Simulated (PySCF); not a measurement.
F3Mo, neutral, multiplicity 4. Atoms are numbered in the order given.

```xyz
4

Mo     0.0000     0.0000     0.0000
F      1.8625     0.0000     0.0000
F     -0.9313    -1.6130     0.0000
F     -0.9313     1.6130     0.0000
```
Charge 0, spin multiplicity 4.

The structure is a stationary point at B3LYP-D3(BJ)/def2-TZVP. The multiplicity is an assumed one; other spin states were not compared. The def2 effective core potentials stand for the cores of Mo; spin–orbit coupling is left out.

The numbers are results of TDA-PBE/def2-SVPD (PySCF), not measurements.

Vertical excitations; the highest root listed may be one member of a degenerate set. 

Computed lowest excited states:
```
state    energy (eV)  λ (nm)      f                                     main pairs
-------  -----------  ------  -----  ---------------------------------------------
root 1          2.03     609  0.001         α HOMO→LUMO+1 50 %, α HOMO−1→LUMO 50 %
root 2          2.06     601  0.000         α HOMO−1→LUMO+1 50 %, α HOMO→LUMO 50 %
root 3          2.40     518  0.000  α HOMO−1→LUMO, α HOMO→LUMO+1 (degenerate set)
root 4          2.40     518  0.000  α HOMO→LUMO, α HOMO−1→LUMO+1 (degenerate set)
root 5          2.87     432  0.003                 α HOMO−2→LUMO (degenerate set)
root 6          2.87     432  0.003               α HOMO−2→LUMO+1 (degenerate set)
root 7          4.22     294  0.000                 α HOMO→LUMO+2 (degenerate set)
root 8          4.22     294  0.000               α HOMO−1→LUMO+2 (degenerate set)
root 9          4.69     264  0.009                 α HOMO→LUMO+3 (degenerate set)
root 10         4.69     264  0.009               α HOMO−1→LUMO+3 (degenerate set)
```
Unrestricted roots are not spin-pure.
